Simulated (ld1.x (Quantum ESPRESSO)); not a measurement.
**How hard is this scandium TM potential?**

ld1.x (Quantum ESPRESSO) 7.5 input, shortened:

```
&input
   title='Sc', zed=21., rel=0, dft='PBESOL', iswitch=3,
   config='[Ar] 3d1 4s1 4p0'
 /
 &inputp
   pseudotype=2, tm=.true., lloc=2,
   nlcc=.false.
 /
3
4S  1  0   1.00   0.00  2.10  2.10  0.0
4P  2  1   0.00   0.00  3.45  3.45  0.0
3D  3  2   1.00   0.00  2.85  2.85  0.0
 &test
   configts(1)='3d1 4s1 4p0'
 /
```

The pseudo-atom Hamiltonian at the reference potential is diagonalised in spherical Bessel functions j_l(qr) that vanish at 20 bohr, with q² up to the cutoff. All-electron valence levels (Ry): 4s -0.7101, 4p -0.4633, 3d -0.7429.

How do the lowest levels (Ry) of each channel move with the cutoff, and are there ghosts?

```json
{"cutoff (Ry)": "8", "s #1": "-0.7802", "s #2": "-0.2382", "s #3": "-0.0803", "p #1": "-0.4632", "d #1": "-0.3007", "f #1": "-0.0670", "f #2": "0.0288", "Σ f·Δε (mRy)": "512.3"}
{"cutoff (Ry)": "10", "s #1": "-0.9325", "s #2": "-0.4927", "s #3": "-0.1910", "p #1": "-0.4632", "d #1": "-0.3607", "f #1": "-0.0670", "f #2": "0.0288", "Σ f·Δε (mRy)": "599.7"}
{"cutoff (Ry)": "15", "s #1": "-2.0929", "s #2": "-0.7019", "s #3": "-0.2139", "p #1": "-0.4633", "d #1": "-0.5594", "f #1": "-0.0670", "f #2": "0.0287", "Σ f·Δε (mRy)": "191.8"}
{"cutoff (Ry)": "18", "s #1": "-2.4527", "s #2": "-0.7087", "s #3": "-0.2149", "p #1": "-0.4633", "d #1": "-0.6733", "f #1": "-0.0671", "f #2": "0.0286", "Σ f·Δε (mRy)": "71.1"}
{"cutoff (Ry)": "25", "s #1": "-2.5367", "s #2": "-0.7092", "s #3": "-0.2149", "p #1": "-0.4633", "d #1": "-0.7322", "f #1": "-0.0671", "f #2": "0.0286", "Σ f·Δε (mRy)": "11.7"}
{"cutoff (Ry)": "30", "s #1": "-2.5380", "s #2": "-0.7094", "s #3": "-0.2150", "p #1": "-0.4633", "d #1": "-0.7413", "f #1": "-0.0671", "f #2": "0.0286", "Σ f·Δε (mRy)": "2.3"}
{"cutoff (Ry)": "40", "s #1": "-2.5388", "s #2": "-0.7096", "s #3": "-0.2151", "p #1": "-0.4633", "d #1": "-0.7428", "f #1": "-0.0671", "f #2": "0.0286", "Σ f·Δε (mRy)": "0.7"}
{"cutoff (Ry)": "45", "s #1": "-2.5389", "s #2": "-0.7097", "s #3": "-0.2151", "p #1": "-0.4633", "d #1": "-0.7428", "f #1": "-0.0671", "f #2": "0.0286", "Σ f·Δε (mRy)": "0.6"}
{"cutoff (Ry)": "400", "s #1": "-2.5401", "s #2": "-0.7101", "s #3": "-0.2152", "p #1": "-0.4633", "d #1": "-0.7429", "f #1": "-0.0671", "f #2": "0.0286", "Σ f·Δε (mRy)": "0.0"}
```

Result: ghost states, extra bound levels that the all-electron valence spectrum of the same l lacks: s at -34.6 eV, p at -1.49 eV (a true bound ghost makes a file unfit for plane-wave use); 10 mRy is reached at 30 Ry and 1 mRy at 35 Ry.

1 of 7 tests not solved or not reliable.
